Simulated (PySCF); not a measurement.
**How methods differ on the excitation energy of Zr⁺**

Zr⁺ [Kr] 4d2 5s1 (4F) → Zr⁺ [Kr] 4d3 (4F), as a difference of total energies. Computed with PySCF 2.14 in x2c-TZVPPall, with the spin-free X2C one-electron Hamiltonian (Gaussian nucleus). Correlated levels: valence: [Kr] frozen. The calculations carry no spin-orbit coupling.

```tsv
method	excitation energy (eV)
UHF	0.475
MP2 (valence)	0.379
SCS-MP2 (valence)	0.443
CCSD (valence)	0.362
CCSD(T) (valence)	0.361
```

Q: How much does correlation contribute at CCSD(T) (valence)?

A: 0.361 − (0.475) = -0.114 eV, measured against UHF.

Errors of the correlated levels include the incompleteness of this basis and the frozen core.

For comparison: 0.312 eV (measured; NIST levels, between the centres of gravity of the two terms).
